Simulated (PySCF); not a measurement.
**Radial density of Kr²⁵⁺ (krypton, charge +25)**

UHF, [Ne] 3s1, 2S determinant. Calculation: PySCF 2.14, in an even-tempered Gaussian basis (16 s from 2.9 bohr⁻², ratio 2.5; 10 p from 3.8 bohr⁻², ratio 2.5; 5 d from 14 bohr⁻², ratio 2.7; 4 f from 22 bohr⁻², ratio 2.7); the non-relativistic Hamiltonian (point nucleus).

| r (bohr) | 4πr²ρ (e/bohr) | 4πr²(ρα − ρβ) |
| --- | --- | --- |
| 0.000780 | 0.2327 | 0.0026 |
| 0.00131 | 0.6335 | 0.0071 |
| 0.00221 | 1.681 | 0.0188 |
| 0.00371 | 4.267 | 0.0477 |
| 0.00624 | 10.06 | 0.1114 |
| 0.0105 | 20.98 | 0.2256 |
| 0.0177 | 35.64 | 0.3479 |
| 0.0297 | 43.79 | 0.2928 |
| 0.0500 | 36.91 | 0.0146 |
| 0.0840 | 38.14 | 0.4279 |
| 0.141 | 48.28 | 0.9635 |
| 0.238 | 20.33 | 0.0529 |
| 0.400 | 4.152 | 2.9596 |
| 0.673 | 0.7800 | 0.7767 |
| 1.13 | 0.008825 | 0.0088 |
